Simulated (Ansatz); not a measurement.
(KH)4 ring (K4H4) was relaxed with PBE-D4 (def2-SVP) in Ansatz in these states: charge +1 doublet, neutral singlet. The geometries follow in no particular order.

A:

```xyz
8

K    -1.8588   -2.6102   -0.3674
H    -2.9236   -0.8113    0.9198
K    -2.3385    1.4456    1.6882
H    -0.3356    2.8407    1.4399
K     1.8589    2.6101    0.3675
H     2.9235    0.8114   -0.9200
K     2.3384   -1.4455   -1.6883
H     0.3357   -2.8408   -1.4398
```

B:

Cartesian coordinates in Å:
```
K -0.3341 2.0663 -2.6571
H -1.5646 -0.0429 -2.4605
K -2.2319 -2.1369 -1.3781
H -1.1613 -2.5724 0.7828
K 0.3342 -2.0664 2.6570
H 1.5646 0.0429 2.4605
K 2.2319 2.1370 1.3781
H 1.1614 2.5723 -0.7828
```

**Question.** Judge from the bond lengths which geometry belongs to which state (an estimate).

**Answer.** A is the neutral singlet (K3–K5 4.552 Å, K1–K7 4.552 Å, K5–K7 4.572 Å); B is the charge +1 doublet (K3–K5 4.782 Å, K1–K7 4.782 Å, K5–K7 4.786 Å).
